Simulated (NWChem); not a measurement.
System: C2H6OSi2; SMILES C#C[Si@H](O)[SiH3]

Here is an NWChem input.

```
start job
memory heap 200 mb stack 900 mb global 1100 mb
geometry units angstroms noautoz
  C      1.001518     2.654415     0.280993
  C      0.391345     1.642274    -0.004032
  Si    -0.502543     0.095019    -0.420905
  O     -1.916620    -0.043733     0.460035
  Si     0.811164    -1.769447     0.115120
  H      1.537015     3.544425     0.529404
  H     -0.782046     0.155164    -1.885424
  H     -2.526565     0.706871     0.409773
  H      1.149420    -1.783045     1.564233
  H      2.078834    -1.715295    -0.665965
  H      0.103279    -3.034018    -0.227340
end
basis spherical
  * library sto-3g
end
dft
  xc hfexch
  iterations 150
  mulliken
end
task dft energy
```

Structure relaxed at the B3LYP/6-31G* (spherical d) level.

What results follow from this input? (Hartree-Fock/STO-3G.) Quantities: basis functions; energy (Ha); highest occupied level (eV); orbital gap (eV); dipole (D).


```json
{
 "number_of_basis_functions": "39",
 "energy (Ha)": "-723.29",
 "highest occupied level (eV)": "-8.15",
 "orbital gap (eV)": "17.56",
 "dipole (D)": "0.84"
}
```
